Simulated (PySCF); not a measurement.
A side-by-side comparison of computed properties.

First species: C₈H₉F.
InChI=1S/C8H9F/c1-3-7-5-8(9)4-6(7)2/h1,4,6-7H,5H2,2H3/t6-,7+/m0/s1

Second species: C8H9F.
InChI=1S/C8H9F/c1-5-2-6-3-7(4-9)8(5)6/h2,4,6,8H,3H2,1H3/b7-4+/t6-,8-/m1/s1

Levels: PBE0/pcSseg-1 for HOMO energy, LUMO energy and HOMO–LUMO gap. Geometries: GFN2-xTB. Each species is one conformer at its optimised geometry, gas phase, non-relativistic unless stated; the electronic structure was computed with PySCF and density fitting.

Values for the first species:

* HOMO energy: -7.09 eV
* LUMO energy: 0.54 eV
* HOMO–LUMO gap: 7.63 eV

Problem. Estimate the same properties for the second species, and the change in each.

Solution. 
```
     property     first    second  second less first
  HOMO energy  -7.09 eV  -6.79 eV           +0.30 eV
  LUMO energy   0.54 eV   0.09 eV           -0.45 eV
HOMO–LUMO gap   7.63 eV   6.88 eV           -0.75 eV
```

On the second:  GFN2-xTB frequencies show an imaginary mode (113i cm⁻¹), so this geometry is no minimum at that level.
